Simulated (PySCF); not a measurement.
Saddle point of GaH4Cl, singlet (GaH₃ + HCl → GaH₂Cl ([Cl][GaH2]) + H₂; bonds formed: Ga1–Cl6, H2–H5; bonds broken: Ga1–H2, H5–Cl6), PBE0-D4/def2-TZVP structure:

Ga1  (-0.433, 0.532, 0.157)
H2  (0.489, 0.198, -1.209)
H3  (0.259, 1.565, 1.086)
H4  (-1.917, 0.119, -0.030)
H5  (0.805, -0.761, -0.587)
Cl6  (0.796, -1.652, 0.584)
(Å)

Energies are electronic, without zero-point energy. Barriers and step energies count from the start structure reached by relaxing down the imaginary mode; all methods use the PBE0-D4 structures, on which another method's saddle can fall below an end. Computed with PySCF 2.14 with density fitting (its default auxiliary sets; JK sets also for MP2 and CCSD(T)) (basis: def2-TZVPP, with def2-QZVPP for the basis limit); correlated methods freeze the cores. Filled d shells of the heavier atoms are correlated. The def2 sets are not built for correlating such inner shells, so the correlated values are less sure here. B3LYP uses VWN-RPA correlation. Extrapolation: Hartree–Fock as exp(−7.88 √X), correlation as X^−2.97.

| method | barrier (kcal/mol) | step energy (kcal/mol) |
| --- | --- | --- |
| SPW92 | -1.69 | -19.38 |
| PBE-D4 | 2.19 | -22.38 |
| BLYP-D4 | ? | -23.20 |
| r2SCAN-D4 | 3.38 | -23.55 |
| PBE0-D4 | 4.79 | -22.65 |
| B3LYP-D4 | ? | -23.21 |
| BHLYP-D4 | ? | -23.61 |
| CAM-B3LYP-D4 | 8.26 | -22.23 |
| wB97M-V | 8.63 | -22.54 |
| HF | 17.40 | -24.87 |
| MP2 | 7.98 | -24.14 |
| CCSD | 10.90 | -22.28 |
| CCSD(T) | 9.25 | -22.42 |

Question: Fill in the withheld barriers. (Judge from chemistry; the value comes from the calculation.)

Answer: By the calculation: BLYP-D4 4.95; B3LYP-D4 6.76; BHLYP-D4 9.95 kcal/mol. Each is the energy of the saddle less that of the start structure, by the same method.

For comparison, the barrier by CCSD(T) at an estimated basis limit (MP2 extrapolated from triple and quadruple zeta, plus CCSD(T) − MP2 in triple zeta) is 7.91 kcal/mol.

The T1 diagnostic stays at or below 0.013.

Labels in which every atom is bracketed show which atoms are joined, not bond orders.

For scale, one of the runs: CCSD(T)/def2-TZVPP, 146 basis functions, launched by `OMP_NUM_THREADS=4 python run.py`. Time: 48 s of wall clock on 4 CPU threads of an AMD EPYC 9B14; the host was shared. Peak host memory: 1 GiB.
